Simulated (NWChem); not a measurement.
System: PbSi₂H₆, singlet; SMILES [SiH3][Pb][SiH3]

Computed with NWChem. Low-valent species are run as closed-shell singlets; no triplet was tried in these runs. Structure relaxed at the PBE-D3(BJ)/def2-SVP level. def2 effective core potentials on Pb; no spin-orbit coupling.

Order these by “dipole (D)”, lowest first: MPW1K/def2-SVP; PBE/def2-SVP; B3LYP/def2-SVP.

PBE/def2-SVP (2.19), B3LYP/def2-SVP (2.25), MPW1K/def2-SVP (2.33)
